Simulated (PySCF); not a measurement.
Vertical excitations of a molecule C2H9NSi2 from TDDFT-B3LYP/def2-SVPD run with PySCF, as energy in eV (oscillator strength): 4.94 (0.002), 5.21 (0.007), 5.79 (0.011), 6.12 (0.025), 6.40 (0.030), 6.57 (0.010), 6.57 (0.028), 6.89 (0.011), 6.94 (0.004), 7.09 (0.000). Lowest triplet (TDA): 4.87 eV. Geometry optimised at B3LYP-D3(BJ)/def2-SVP. Other conformers were not sampled.

### Question
Identify the compound among the candidates.
(A) [SiH3]C/C=N/[SiH3]
(B) C/C=N/[SiH2][SiH3]
(C) [SiH3]N1C[SiH2]C1
(D) CN1[SiH2]C[SiH2]1

### Answer
C, [SiH3]N1C[SiH2]C1
